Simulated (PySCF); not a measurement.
BH₆P₃, SMILES PB(P)P.

Coordinates come from a PBE-D3(BJ)/def2-SVP optimisation. Other conformers were not sampled.

Level of theory: PySCF with PBE0/def2-TZVP.

Gas-phase values at a fixed geometry.

```yaml
total_energy: -1052.12086 hartree
point_group: Cs
highest_occupied_level: -7.26 eV
lowest_empty_level: -1.92 eV
orbital_gap: 5.34 eV
dipole_moment: 0.62 D
quadrupole, principal values (traceless, Buckingham form, about the centre of nuclear charge): -7.51, 1.72, 5.79 D·Å
mean_static_polarisability: 98.5 bohr³ (14.59 Å³)
polarisability_principal_values: 70.5, 112.1, 112.8 bohr³
```
